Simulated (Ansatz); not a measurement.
Mulliken charges of `[CH3][Ti]([OH])([Cl])[Cl]` from PBE/def2-TZVPP in Ansatz (PBE0-D4/def2-TZVP geometry).

| atom | x (Å) | y (Å) | z (Å) | charge (e) |
| --- | --- | --- | --- | --- |
| C1 | -1.303 | 0.249 | -0.040 | -0.468 |
| Ti2 | 0.697 | -0.018 | -0.299 | 0.755 |
| O3 | 1.263 | -0.701 | 1.212 | -0.424 |
| Cl4 | 0.907 | -1.397 | -1.995 | -0.218 |
| Cl5 | 1.525 | 1.976 | -0.703 | -0.218 |
| H6 | -1.460 | 0.927 | 0.804 | 0.122 |
| H7 | -1.727 | 0.677 | -0.953 | 0.127 |
| H8 | -1.761 | -0.721 | 0.171 | 0.122 |
| H9 | 1.949 | -1.039 | 1.786 | 0.200 |

**Question.** By hand: the dipole of these point charges (1 e Å = 4.8032 D).

**Answer.** Σ q r = (-0.152, -0.056, 0.222) e Å, of length 0.275 e Å = 1.32 D.

**Question.** How does the dipole of the full density compare? (Estimate.)

**Answer.** The calculation gave: (0.026, -0.175, 0.451) e Å, 2.33 D; the point charges give 0.57 times that, at 37° from its direction.

Point charges leave out the atoms' own dipoles, such as those of lone pairs, and Mulliken's split depends on the basis, so the two needn't agree.
